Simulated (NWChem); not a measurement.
Molecule: ScH₂O₂Br; SMILES [OH][Sc]([OH])[Br]

```xyz
6

Sc     0.0000     0.0000     0.9345
Br     0.0000     0.0000    -1.5541
O      0.0000    -1.5784     1.8621
H      0.0000    -2.3043     2.4871
O      0.0000     1.5784     1.8621
H      0.0000     2.3043     2.4871
```
Atoms are numbered in this order, from 1.

Program: NWChem. Coordinates come from a PBE0/def2-SVP optimisation. Level r2SCAN/def2-SVP: energy and gradient on several grids; changes count from the extra-fine grid, which is no exact limit either.

```
grid     size of the energy change (μHa)  largest change of a gradient component (μHa/bohr)
-------  -------------------------------  -------------------------------------------------
xcoarse                            10000                                               8000
coarse                               600                                                500
medium                               100                                                 70
fine                                < 10                                                 80
xfine                               < 10                                               < 30
```
